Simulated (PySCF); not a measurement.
Compound: C6H16O2Si.
SMILES with atom numbers: `[CH3:1][O:2][SiH2:3][O:4][CH2:5][C:6]([CH3:7])([CH3:8])[CH3:9]` (hydrogens: H10, H11, H12 on C1; H13, H14 on Si3; H15, H16 on C5; H17, H18, H19 on C7; H20, H21, H22 on C8; H23, H24, H25 on C9)

Computed by this run: PBE0-D3(BJ)/def2-SVP geometry optimisation, gas phase (PySCF 2.14.0); density fitting, grid level 1; the optimiser is geomeTRIC in internal coordinates, started from a GFN2-xTB structure with every atom displaced at random (about 0.01 Å).

Step 6: E = -18431.4037 eV
```
atom  x, y, z in Å  |  force x, y, z in eV/Å
C1      4.4608   -0.8507    0.0398   -0.005  -0.038   0.006
O2      3.0667   -0.7896    0.1329   -0.011   0.045  -0.019
Si3     2.1928    0.6046    0.2806    0.094   0.013  -0.017
O4      0.6381    0.1146    0.5237   -0.077   0.046   0.026
C5     -0.5031    0.9162    0.3413    0.022  -0.053  -0.012
C6     -1.7395    0.0473    0.1035   -0.010   0.012  -0.001
C7     -1.5278   -0.8007   -1.1503    0.013  -0.005   0.000
C8     -2.9373    0.9774   -0.0848    0.008   0.004   0.002
C9     -1.9606   -0.8592    1.3141   -0.007   0.008   0.014
H10     4.9599   -0.3777    0.9060   -0.001   0.002   0.003
H11     4.8396   -0.3654   -0.8791   -0.002  -0.006   0.004
H12     4.7651   -1.9085    0.0113    0.004   0.022   0.002
H13     2.2667    1.4360   -0.9639   -0.009  -0.009   0.004
H14     2.7136    1.4052    1.4336   -0.004  -0.016   0.003
H15    -0.3699    1.5988   -0.5223   -0.001  -0.006   0.007
H16    -0.6663    1.5463    1.2368   -0.009   0.004  -0.002
H17    -2.4021   -1.4430   -1.3397   -0.001  -0.001  -0.003
H18    -1.3760   -0.1657   -2.0383   -0.004  -0.001  -0.003
H19    -0.6435   -1.4449   -1.0376   -0.004   0.004   0.000
H20    -3.1004    1.6077    0.8045    0.000   0.000  -0.001
H21    -3.8567    0.3959   -0.2534   -0.003  -0.002  -0.004
H22    -2.7989    1.6433   -0.9523   -0.002  -0.008   0.003
H23    -1.0786   -1.4921    1.4880    0.005  -0.004   0.003
H24    -2.1405   -0.2669    2.2266    0.003  -0.010  -0.015
H25    -2.8330   -1.5131    1.1590   -0.001  -0.002  -0.002
```

Step 7: E = -18431.4103 eV
```
atom  x, y, z in Å  |  force x, y, z in eV/Å
C1      4.4266   -0.8357   -0.0857   -0.018  -0.140  -0.055
O2      3.0302   -0.7353   -0.0762    0.018   0.149   0.001
Si3     2.2089    0.6229    0.3987   -0.156  -0.168  -0.058
O4      0.6307    0.1451    0.5403    0.183   0.138   0.071
C5     -0.5079    0.9342    0.2980    0.068  -0.086  -0.047
C6     -1.7362    0.0438    0.1012    0.002   0.033  -0.002
C7     -1.4998   -0.8872   -1.0877   -0.019   0.002  -0.013
C8     -2.9347    0.9505   -0.1716   -0.014   0.006  -0.025
C9     -1.9712   -0.7789    1.3679   -0.015   0.023   0.011
H10     4.8680   -0.6349    0.9079    0.005   0.010   0.008
H11     4.8913   -0.1447   -0.8140   -0.005  -0.006   0.012
H12     4.7019   -1.8634   -0.3772   -0.007   0.083   0.033
H13     2.2944    1.7155   -0.6228    0.008  -0.012   0.008
H14     2.7786    1.1015    1.6962   -0.026  -0.004   0.005
H15    -0.3599    1.5590   -0.6061   -0.023   0.000   0.031
H16    -0.6843    1.6189    1.1497   -0.023   0.005  -0.002
H17    -2.3784   -1.5288   -1.2592    0.011  -0.015   0.006
H18    -1.3200   -0.3120   -2.0106    0.004  -0.004  -0.004
H19    -0.6258   -1.5311   -0.9116   -0.003   0.015  -0.002
H20    -3.1159    1.6431    0.6662    0.003   0.009   0.001
H21    -3.8485    0.3527   -0.3122   -0.002  -0.002   0.004
H22    -2.7867    1.5498   -1.0856    0.000  -0.006   0.031
H23    -1.0937   -1.4037    1.5862    0.016   0.001   0.024
H24    -2.1539   -0.1262    2.2389    0.002  -0.036  -0.039
H25    -2.8443   -1.4394    1.2493   -0.010   0.006   0.002
```

Step 8: E = -18431.4125 eV
```
atom  x, y, z in Å  |  force x, y, z in eV/Å
C1      4.4256   -0.8438   -0.0812   -0.015  -0.087  -0.021
O2      3.0304   -0.7344   -0.0706    0.006   0.116  -0.010
Si3     2.2096    0.6277    0.3905   -0.132  -0.136  -0.032
O4      0.6326    0.1543    0.5458    0.127   0.114   0.050
C5     -0.5094    0.9377    0.3029    0.040  -0.066  -0.038
C6     -1.7356    0.0448    0.1018    0.007   0.014  -0.003
C7     -1.4955   -0.8806   -1.0910   -0.018   0.005  -0.008
C8     -2.9374    0.9488   -0.1670   -0.003   0.004  -0.015
C9     -1.9694   -0.7838    1.3649   -0.009   0.008   0.001
H10     4.8696   -0.6305    0.9089    0.004   0.008   0.004
H11     4.8932   -0.1657   -0.8193   -0.003  -0.004   0.005
H12     4.6955   -1.8759   -0.3571   -0.006   0.045   0.018
H13     2.2947    1.7077   -0.6434    0.003  -0.005   0.001
H14     2.7772    1.1214    1.6830   -0.008  -0.002   0.004
H15    -0.3652    1.5661   -0.5989   -0.004   0.002   0.018
H16    -0.6912    1.6202    1.1553   -0.011   0.000   0.002
H17    -2.3696   -1.5281   -1.2636    0.009  -0.011   0.006
H18    -1.3199   -0.3017   -2.0124    0.002  -0.002  -0.002
H19    -0.6172   -1.5191   -0.9176    0.002   0.008  -0.002
H20    -3.1210    1.6372    0.6738    0.003   0.005   0.001
H21    -3.8493    0.3485   -0.3104    0.002  -0.002   0.004
H22    -2.7915    1.5531   -1.0776    0.002  -0.001   0.018
H23    -1.0897   -1.4053    1.5845    0.009   0.002   0.015
H24    -2.1574   -0.1354    2.2371    0.000  -0.019  -0.021
H25    -2.8399   -1.4471    1.2418   -0.005   0.003   0.002
```

Step 9: E = -18431.4162 eV
```
atom  x, y, z in Å  |  force x, y, z in eV/Å
C1      4.3776   -0.8667   -0.1536    0.004   0.071   0.085
O2      2.9959   -0.6556   -0.1842   -0.006   0.020  -0.037
Si3     2.2162    0.6633    0.4372   -0.090  -0.043   0.016
O4      0.6343    0.2249    0.5971    0.027   0.014   0.050
C5     -0.5180    0.9693    0.3030   -0.066   0.021  -0.032
C6     -1.7238    0.0472    0.1050    0.019  -0.040  -0.012
C7     -1.4400   -0.9080   -1.0552   -0.017   0.013   0.003
C8     -2.9398    0.9169   -0.2111    0.014   0.002   0.012
C9     -1.9693   -0.7494    1.3866    0.011  -0.033  -0.027
H10     4.7873   -0.7959    0.8718   -0.001   0.003  -0.010
H11     4.9246   -0.1447   -0.7870    0.004   0.002  -0.020
H12     4.5929   -1.8748   -0.5319   -0.003  -0.079  -0.033
H13     2.3088    1.8410   -0.4802   -0.004   0.017  -0.010
H14     2.8122    0.9947    1.7667    0.033   0.005   0.000
H15    -0.3734    1.5724   -0.6141    0.035   0.015  -0.021
H16    -0.7381    1.6774    1.1253    0.019  -0.021   0.016
H17    -2.2904   -1.5879   -1.2219    0.003   0.000   0.010
H18    -1.2625   -0.3549   -1.9921   -0.008   0.004   0.004
H19    -0.5467   -1.5133   -0.8459    0.018  -0.013  -0.003
H20    -3.1521    1.6264    0.6053    0.001  -0.006   0.003
H21    -3.8362    0.2930   -0.3520    0.009   0.002   0.003
H22    -2.7905    1.4983   -1.1346    0.006   0.013  -0.021
H23    -1.0823   -1.3437    1.6509   -0.009   0.006  -0.012
H24    -2.1935   -0.0806    2.2316   -0.012   0.032   0.038
H25    -2.8238   -1.4334    1.2635    0.012  -0.006   0.000
```

Q: Estimate the geometry and energy of step 10. (The exact step hangs on the optimiser's Hessian estimate; all steps are aligned on step 9, rigid shifts and turns removed.)

A: E = -18431.4210 eV, largest force 0.166 eV/Å
```
atom  x, y, z in Å  |  force x, y, z in eV/Å
C1      4.2975   -0.8894   -0.2405    0.023   0.101   0.130
O2      2.9447   -0.5440   -0.2885   -0.002  -0.030  -0.076
Si3     2.2185    0.7107    0.5022   -0.005   0.024   0.022
O4      0.6323    0.3106    0.6688   -0.042  -0.064   0.113
C5     -0.5272    1.0078    0.3090   -0.117   0.087  -0.055
C6     -1.7034    0.0482    0.1094    0.023  -0.060  -0.014
C7     -1.3632   -0.9371   -1.0102    0.000   0.015   0.012
C8     -2.9317    0.8756   -0.2667    0.014   0.006   0.019
C9     -1.9655   -0.7124    1.4097    0.018  -0.036  -0.024
H10     4.6690   -0.9760    0.7985   -0.007   0.004  -0.015
H11     4.9346   -0.1547   -0.7652    0.005   0.004  -0.027
H12     4.4358   -1.8623   -0.7282   -0.004  -0.105  -0.060
H13     2.3252    1.9805   -0.2798   -0.007   0.021  -0.005
H14     2.8536    0.8597    1.8455    0.032   0.007  -0.004
H15    -0.3709    1.5813   -0.6245    0.043   0.014  -0.031
H16    -0.7924    1.7407    1.0956    0.025  -0.029   0.021
H17    -2.1847   -1.6530   -1.1695   -0.003   0.006   0.007
H18    -1.1826   -0.4119   -1.9624   -0.013   0.005   0.004
H19    -0.4539   -1.5024   -0.7609    0.019  -0.016  -0.004
H20    -3.1825    1.6060    0.5199   -0.001  -0.012   0.002
H21    -3.8082    0.2244   -0.4093    0.006   0.004  -0.002
H22    -2.7725    1.4310   -1.2041    0.006   0.011  -0.034
H23    -1.0708   -1.2704    1.7234   -0.013   0.003  -0.025
H24    -2.2357   -0.0229    2.2233   -0.015   0.048   0.049
H25    -2.7966   -1.4243    1.2847    0.018  -0.010  -0.002
```

The energy changes by -0.0049 eV. The first-order estimate −F·Δx gives -0.0062 eV and the mean of the old and new forces, exact on a quadratic surface, -0.0078 eV. The step makes an angle of 88° with the force vector and moves no atom by more than 0.252 Å.

The cost below is that of the whole optimisation. Time: 23 min wall; peak memory 1.0 GiB. Hardware: Arm Neoverse N1, one thread, no GPU, shared host with 64 logical CPUs at a one-minute load of 60.
